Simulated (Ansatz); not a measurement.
Al(Cl)(NHMe)(OH) (CH₅AlClNO), SMILES C[NH][Al]([OH])[Cl].

Geometry optimised at PBE-D3(BJ)/def2-SVP. The structure was generated by enumeration; whether it is a known compound was not checked. Other conformers were not sampled.

Two levels are set side by side: PBE/def2-SVPD (Ansatz, a quantum-chemistry and plane-wave program) and CAM-B3LYP/def2-SVPD (Ansatz). Energy differences of separate SCF runs at the same geometry; the states with an electron removed or added have multiplicity 2 and 2. Differences are taken from unrounded values.

| quantity | PBE |
|---|---|
| vertical ionisation energy (eV) | 8.99 |
| vertical singlet–triplet gap (eV) | 4.62 |

**Question.** These are the PBE values. What does CAM-B3LYP give? (An estimate is asked for; the answer gives what the named calculation found.)

**Answer.** 
```
quantity                           CAM-B3LYP  PBE minus CAM-B3LYP
---------------------------------  ---------  -------------------
vertical ionisation energy (eV)         9.28                -0.29
vertical singlet–triplet gap (eV)       5.09                -0.47
```
